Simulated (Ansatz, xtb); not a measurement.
System: GeH2 (charge 0, triplet). This is an excited triplet: at this geometry the singlet lies 0.53 eV lower at CCSD(T)/CBS(aug-cc-pVTZ,aug-cc-pVQZ). SMILES: [GeH2]
Geometry from a B3LYP-D3(BJ)/def2-TZVP (Ansatz, a program for electronic structure) optimisation:
```
Ge
H 1 1.5473
H 1 1.5473 2 119.66
```
Charge 0, spin multiplicity 3.

Harmonic wavenumbers from GFN2-xTB (xtb, at its own minimum), cm⁻¹: 753, 1375, 1612.

Q: Give the harmonic wavenumbers at B3LYP-D3(BJ)/def2-TZVP (Ansatz, finite differences of forces, unscaled).

A: 811, 2001, 2091 cm⁻¹. Zero-point energy 7.0 kcal/mol.

Q: From these and the geometry, give the ideal-gas thermochemistry at 298.15 K and 1 atm (rigid rotor, harmonic oscillator).

A: Point group C2v, rotational symmetry number 2. Rotational constants 426, 140.1, 105.4 GHz. S(trans) 38.85, S(rot) 13.22, S(vib) 0.20, S(elec, spin only) 2.18, S 54.5 cal/(mol K). H(298) - H(0) 2.42 kcal/mol; G - E(el) -6.8 kcal/mol.
